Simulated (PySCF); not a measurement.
Compound: C4H8AlBS2.
Structure used (GFN2-xTB), in Å, numbered top down from 1:
```xyz
16
C4H8AlBS2 angstrom
C      1.1746    2.9200   -1.0685
C      0.4905    1.9975   -0.6854
Al    -0.6318    0.5354   -0.0757
S     -2.6329    0.9671    0.7361
C     -3.4237   -0.6959    0.8172
S     -0.0276   -1.5785   -0.4308
B      1.6788   -1.5975    0.0430
C      2.3758   -0.4064    0.8007
H      1.7709    3.7256   -1.3989
H     -2.7157   -1.4733    0.5293
H     -4.2734   -0.6926    0.1417
H     -3.7608   -0.8484    1.8377
H      2.2703   -2.5688   -0.2354
H      1.6685    0.2597    1.3109
H      3.1079   -0.7460    1.5316
H      2.9210    0.2111    0.0845
```

Level of theory: PySCF, TDDFT CAM-B3LYP/def2-SVPD, vertical, gas phase, core orbitals frozen in the response.

Transition dipole moments from the ground state, in atomic units and in the frame of the coordinates above (overall signs are arbitrary), for the states with f of 0.002 or more among the lowest 7:

```csv
state,E (eV),μx,μy,μz
S1,5.070,-0.755,0.146,0.119
S2,5.198,0.490,0.095,-0.183
S3,5.431,-0.026,-0.241,0.165
S4,5.626,0.290,-0.051,0.191
S5,5.709,-0.387,0.349,-0.083
S6,5.910,-0.009,0.122,-0.272
S7,5.927,-0.252,-0.045,0.028
```

(1) Work out the oscillator strengths.

(2) Which bond between heavy atoms lies closest to the direction of the S1 transition dipole?

(3) What angle do the transition dipoles of S1 and S6 make?

(4) What peak molar absorption coefficient would the strongest computed level give as a lone Gaussian band 0.4 eV wide at half height?

## Answers

(1) f = (2/3) ΔE |μ|² with ΔE in hartree (27.2114 eV).

```csv
state,|μ|² (au),|μ| (D),f
S1,0.606,1.98,0.075
S2,0.283,1.35,0.036
S3,0.086,0.74,0.011
S4,0.123,0.89,0.017
S5,0.278,1.34,0.039
S6,0.089,0.76,0.013
S7,0.066,0.65,0.010
```

(2) Al3–S4, at 13° from it; next S6–B7 at 26°.

(3) |cos θ| = |μa·μb| / (|μa| |μb|) = 0.03, so θ ≈ 88° (taken between 0 and 90°, since the signs are arbitrary).

(4) ε(max) = 2.175×10⁸ f / FWHM, with the width in cm⁻¹. S1: 2.175×10⁸ × 0.0753 / 3226 ≈ 5100 L mol⁻¹ cm⁻¹.

Time: 2.4 min (grids of density and orbitals included); peak memory 1.2 GiB. Hardware: one thread of an Arm Neoverse N1, shared host with 64 logical CPUs at a one-minute load of 60.

One conformer stands for the species.
